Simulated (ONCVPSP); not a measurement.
**Potentials for P (Z = 15) compared**

Generated with ld1.x 7.5 (TM, RRKJ, ultrasoft, PAW), atompaw 4.2 or ONCVPSP 4.0.1. The cutoff is in Ry: for ld1.x and atompaw files where the sum of valence levels is converged to 10 mRy in a Bessel basis, for ONCV files where the hardest occupied wave has 1 mHa per electron of residual kinetic energy. The error is the largest all-electron minus pseudo excitation energy over each file’s own four to seven test configurations (ionisations up to +4, promotions, holes and added fractions of an electron), all of which were solved. The labels leave out finer settings (local radius, basis sizes, second energies), which also bear on the numbers. Spin-polarised tests are not counted. The rows are a selection from randomly drawn settings: files with unsolved tests, undetermined cutoffs or missed reference levels are left out.

A true bound ghost makes a file unfit for plane-wave use even where its test errors are small: the radial tests pick states by their node count and pass the ghost by.

| potential | cutoff (Ry) | largest error (meV) | bound ghosts |
| --- | --- | --- | --- |
| ONCV, PBEsol, non-relativistic, rc 1.30/1.55 (sp), local smoothed, core correction yes, reference 3s2 3p3, qcut 6.4/4.6, projectors 3/1 | 20 | +42 | s |
| ONCV, PBE, scalar-relativistic, rc 1.65/1.95/1.75 (spd), local smoothed, core correction no, reference 3s2 3p3, qcut 5.4/4.9/5.9, projectors 2/2/1 | 21 | +173 | none |

Problem. Fill in the row for P: ONCV, LDA (Perdew-Zunger), scalar-relativistic, rc 0.70/0.80/0.85 (spd), local smoothed, core correction yes, reference 2s2 2p6 3s2 3p3, qcut 16.1/18.2/12.8, projectors 2/2/2.

Solution. cutoff 257 Ry, largest error -214 meV, bound ghosts: none.

Problem. Fill in the row for P: ONCV, LDA (Perdew-Wang 92), scalar-relativistic, rc 0.95/1.00/0.95 (spd), local smoothed, core correction no, reference 2s2 2p6 3s2 3p2.5, qcut 10.3/14/11.5, projectors 2/2/2.

Solution. cutoff 162 Ry, largest error +2.0 meV, bound ghosts: none.

Problem. Fill in the row for P: ONCV, PBEsol, scalar-relativistic, rc 1.25/1.95/2.10 (spd), local smoothed, core correction yes, reference 3s2 3p2, qcut 5.7/4.8/3.9, projectors 3/2/2.

Solution. cutoff 185 Ry, largest error +24 meV, bound ghosts: s.
